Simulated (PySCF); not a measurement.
Excitation energy of F⁺ by level of theory

F⁺ [He] 2s2 2p4 (3P) → F⁺ [He] 2s1 2p4 3d1 (high-spin determinant), as a difference of total energies. Calculation: PySCF 2.14, in aug-cc-pVQZ with one added diffuse shell each of s, p, d, f, g type (7s6p5d4f3g, 105 functions); the non-relativistic Hamiltonian (point nucleus). Correlated levels: valence: 1s2 frozen. The calculations carry no spin-orbit coupling.

```csv
method,excitation energy (eV)
UHF,46.118
LDA,46.460
PBE,46.102
PBE0,46.491
r2SCAN,46.190
TPSS,46.514
wB97X-V,47.309
M06-L,46.450
TPSSh,46.651
MP2 (valence),47.421
SCS-MP2 (valence),47.600
```

**Question.** How much does correlation contribute at MP2 (valence)?

**Answer.** 47.421 − (46.118) = 1.303 eV, measured against UHF.

The upper state lies above the first ionisation limit, where it may autoionise and the basis confines it. A Rydberg-like electron needs more diffuse functions than a valence basis has.

The promoted electron is Rydberg-like, and one or two diffuse shells describe it only roughly, which tends to raise the upper state.

The determinant of the upper state mixes LS terms, which raises its energy above the lowest term, most at the Hartree-Fock and MP2 levels.
